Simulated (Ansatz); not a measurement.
Geometry optimisation, Ansatz 0.2.0, UHF/def2-SVP.

The input (input.yaml):

```yaml
crystal:
  periodic: [false, false, false]
  atoms:
    - { symbol: Hf, position_ang: [-0.265291, -0.150599, -0.91737] }
    - { symbol: O, position_ang: [1.01002, -0.843254, 0.815659] }
    - { symbol: Cl, position_ang: [0.112837, -1.538747, -2.772573] }
    - { symbol: Cl, position_ang: [-2.563146, -0.265062, -0.423021] }
    - { symbol: Cl, position_ang: [0.272296, 2.041481, -1.58156] }
    - { symbol: H, position_ang: [0.093505, 0.858912, 2.018702] }
    - { symbol: H, position_ang: [-0.344379, 1.400647, 2.062611] }
    - { symbol: H, position_ang: [1.684157, -1.503378, 0.797652] }
magnetization:
  spin_polarized: true
basis:
  gaussian: { orbitals: def2-SVP }
hamiltonian:
  xc: hf
relax:
  f_tol: 0.03
  max_steps: 50
```

Launched with:

```bash
$ ansatz run input.yaml --threads 2 --pin off --max-ram 3072MiB --backend cpu --events-out ev --progress --plain --runs-dir out
```

Problem. Where does it end, and by what steps?

Solution. The run converged. The force dipped under the threshold on the way, but the program's further checks kept it going. After 11 steps the energy has fallen by 1.263 eV; H6 moved furthest, 0.74 Å.

| step | energy less start (eV) | largest force component (eV/Å) | accepted |
| --- | --- | --- | --- |
| 0 | 0.0000 | 3.569 | yes |
| 1 | -0.9702 | 1.412 | yes |
| 2 | -1.1393 | 0.450 | yes |
| 3 | -1.1845 | 0.373 | yes |
| 4 | -1.2427 | 0.221 | yes |
| 5 | -1.2603 | 0.048 | yes |
| 6 | -1.2604 | 0.048 | yes |
| 7 | -1.2623 | 0.020 | yes |
| 8 | -1.2422 | 0.871 | no |
| 9 | -1.2630 | 0.054 | yes |
| 10 | -1.2630 | 0.059 | yes |
| 11 | -1.2632 | 0.029 | yes |

```xyz
8
Properties=species:S:1:pos:R:3
Hf -0.167 -0.346 -1.112
O 0.986 -1.067 0.205
Cl 0.059 -1.617 -3.103
Cl -2.411 -0.462 -0.345
Cl 0.437 1.911 -1.537
H 0.037 1.275 2.634
H -0.504 1.739 2.406
H 1.562 -1.433 0.853
```

Whether the end is a true minimum wasn't checked by a vibrational analysis.

Run time: 40 s on 2 threads of Arm Neoverse V1, on a shared host, peak memory 0.37 GiB.
